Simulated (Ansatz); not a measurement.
Cost and result for the atomization energy of C₂H₈NSb, SMILES `C[N](C)[SbH2]` (12 atoms, 11 bonds).

Z-matrix (Å, degrees):
```
C
N 1 1.446
H 1 1.097 2 109.3
H 1 1.105 2 114.4 3 -120.0
H 1 1.093 2 110.4 3 117.9
C 2 1.446 1 111.6 3 59.4
Sb 2 2.061 1 112.9 3 -172.1
H 6 1.105 2 114.4 1 60.5
H 6 1.093 2 110.4 1 -177.3
H 6 1.097 2 109.3 1 -59.4
H 7 1.714 2 92.8 1 162.1
H 7 1.714 2 92.8 1 70.0
```

Charge 0, multiplicity 1. Correlated methods include outer-core shells of Sb, which these sets cover unevenly. Sb: def2 effective core potential. The structure was optimised at the PBE0-D4/def2-TZVP level. Program: Ansatz. All runs use 4 threads of an Arm Neoverse V2 on a shared host. Times are those of one run each, without the atoms' runs, and a repeat can differ threefold. Electronic energies, without spin–orbit coupling; frozen cores. CCSD(T)/CBS adds CCSD(T) − MP2 in def2-TZVPP to the MP2 limit, and its time is that of the two runs behind it. T1 = 0.013. With those shells the extrapolation isn't a true limit. B3LYP takes the VWN-RPA correlation (the form of Gaussian; ORCA's B3LYP/G). HSE06 is the plane-wave form, built on full-range PBE exchange.

CCSD(T)/CBS is a level of theory with its own doubt, some kJ/mol a heavy atom from the limit and from the frozen cores, so smaller differences don't rank the functionals.

| level | functions | wall time | atomization (kcal/mol) | difference from CCSD(T)/CBS | per bond |
| --- | --- | --- | --- | --- | --- |
| BLYP-D4/def2-TZVPP | 255 | 2.2 s | 953.5 | 5.8 | 0.5 |
| PBE-D4/def2-TZVPP (with forces) | 255 | 2.6 s | 964.6 | 16.9 | 1.5 |
| BHLYP-D4/def2-TZVPP | 255 | 3.3 s | 924.2 | -23.5 | -2.1 |
| HSE06-D4/def2-TZVPP | 255 | 3.4 s | 946.6 | -1.1 | -0.1 |
| CAM-B3LYP-D4/def2-TZVPP | 255 | 3.7 s | 954.2 | 6.5 | 0.6 |
| B3LYP-D4/def2-TZVPP (with forces) | 255 | 5 s | 953.3 | 5.6 | 0.5 |
| B2PLYP/def2-TZVPP | 255 | 7 s | 936.1 | -11.6 | -1.1 |
| ωB97X-V/def2-TZVPP | 255 | 8 s | 952.9 | 5.2 | 0.5 |
| CCSD(T)/def2-SVP | 108 | 9 s | 885.6 | -62.1 | -5.6 |
| ωB97M-V/def2-TZVPP (with forces) | 255 | 12 s | 947.4 | -0.3 | 0.0 |
| MP2/def2-QZVPP | 493 | 27 s | 935.6 | -12.1 | -1.1 |
| CCSD(T)/def2-TZVPP | 255 | 4.4 min | 920.8 | -26.9 | -2.4 |
| CCSD(T)/CBS(def2) | – | 4.8 min | 947.7 | 0.0 | 0.0 |

From BLYP to BHLYP (50 % exact exchange), in def2-TZVPP and without D4, the atomization energy moves by −23.2 kcal/mol: exact exchange takes away binding that semilocal exchange gives to molecules. In def2-TZVPP, CCSD(T) changes the Hartree–Fock value by +263.8 kcal/mol (the triples alone add +14.2 kcal/mol) and MP2 by +262.4 kcal/mol; breaking electron pairs costs correlation energy, which Hartree–Fock lacks. At CCSD(T), def2-SVP lies −62.1 kcal/mol from the extrapolated value and def2-TZVPP −26.9 kcal/mol: correlation converges slowly with the basis, and small sets miss more of it in the bonded molecule than in its fragments.
